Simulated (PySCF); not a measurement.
HTe (SMILES [TeH]), doublet, at a GFN2-xTB geometry (core potentials on Te). Base run: HF/def2-SV(P) run with PySCF.

Here is a job for PySCF.
```python
from pyscf import gto, scf

mol = gto.Mole()
mol.atom = '''
    Te   -0.000000   -0.000000   -0.031107
    H     0.000000    0.000000    1.617561
'''
mol.basis = 'def2-sv(p)'
mol.ecp = {'Te': 'def2-sv(p)'}
mol.charge = 0
mol.spin = 1
mol.verbose = 4
mol.build()

mf = scf.UHF(mol)
mf.kernel()
mf.analyze()
```

Each row names what was changed in the base input (with any setting that the change needs).

```
change                                       ΔE vs base (mEh)  SCF cycles  <S^2>
-------------------------------------------  ----------------  ----------  -----
base                                                    0.000          11  0.759
conv_tol_grad = 1e-3                                    0.000          11  0.759
conv_tol = 1e-6                                         0.000           8  0.759
DIIS = ADIIS                                            0.000          20  0.759
diis_space = 2                                          0.000          14  0.759
init_guess = 1e                                         0.000          12  0.759
init_guess = sap                                        0.000          13  0.759
diis_space = 12                                         0.000          11  0.759
level_shift = 0.5 (with mf.max_cycle = 100)             0.000          15  0.759
damp = 0.5; diis_start_cycle = 5                        0.000          13  0.759
diis = off (with mf.max_cycle = 100)                    0.000          22  0.759
solver = newton; init_guess = 1e                        0.000           -  0.759
diis_space = 20                                         0.000          11  0.759
```

Open shells are given as the SCF converged; they aren't shown to be the lowest states, and a large step between rows can be another state.
